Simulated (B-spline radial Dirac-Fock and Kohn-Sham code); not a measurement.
**Magnetic form factor of the 5d shell of Ir⁷⁺**

System: the Ir⁷⁺ ion, [Xe] 4f14 5d2.

Method: configuration-average Dirac-Fock orbitals. Computed with a radial finite-basis atomic code. ⟨j_K⟩ is the integral of the 5d radial density with the spherical Bessel function j_K(4πsr), s = sin θ/λ.

```csv
s (Å⁻¹),⟨j0⟩,⟨j2⟩,⟨j4⟩
0,1.0000,0.0000,0.0000
0.07,0.9286,0.0281,0.0003
0.08,0.9077,0.0362,0.0005
0.1,0.8592,0.0547,0.0012
0.12,0.8030,0.0755,0.0024
0.15,0.7080,0.1093,0.0054
0.18,0.6051,0.1433,0.0103
0.22,0.4654,0.1844,0.0202
0.27,0.3027,0.2217,0.0376
0.33,0.1451,0.2392,0.0635
0.4,0.0256,0.2234,0.0939
0.49,-0.0381,0.1665,0.1210
0.6,-0.0344,0.0858,0.1256
0.73,0.0022,0.0196,0.0990
0.89,0.0297,-0.0090,0.0526
1.09,0.0284,-0.0029,0.0122
1.33,0.0112,0.0115,-0.0028
```

Radial moments of the shell: ⟨r²⟩ = 2.042, ⟨r⁴⟩ = 6.232, ⟨r⁶⟩ = 26.69 in powers of bohr.
